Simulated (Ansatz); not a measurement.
The same germylene extrusion along the group B, Al, Ga, In.

Program: Ansatz. Geometries: PBE0-D4/def2-TZVP. ΔE: electronic, gas phase. CCSD(T)/CBS is the MP2 limit (def2-TZVPP, def2-QZVPP) plus CCSD(T) − MP2 in def2-TZVPP, frozen cores. This one scheme is used for every species. DFT in def2-TZVPP. Elements past krypton have def2 core potentials. For Ga, Ge, In outer-core shells are correlated without core-valence functions, which leaves a few kJ/mol of doubt a bond. Scalar relativity is left out up to krypton.

| reaction | CCSD(T)/CBS(def2) (kcal/mol) |
| --- | --- |
| `[BH2][GeH2][F]` → BH₃ + `[F][GeH]` | 26.2 |
| `[F][GeH2][AlH2]` → `[AlH3]` + `[F][GeH]` | 32.8 |
| `[F][GeH2][GaH2]` → `[GaH3]` + `[F][GeH]` | ? |
| `[F][GeH2][InH2]` → `[InH3]` + `[F][GeH]` | 39.3 |

**Question.** Fill in the missing values. (An estimate is asked.)

**Answer.** The calculation gave: `[F][GeH2][GaH2]` → `[GaH3]` + `[F][GeH]`: +35.6 kcal/mol.

Largest T1 diagnostic: 0.014, for `[F][GeH]`.
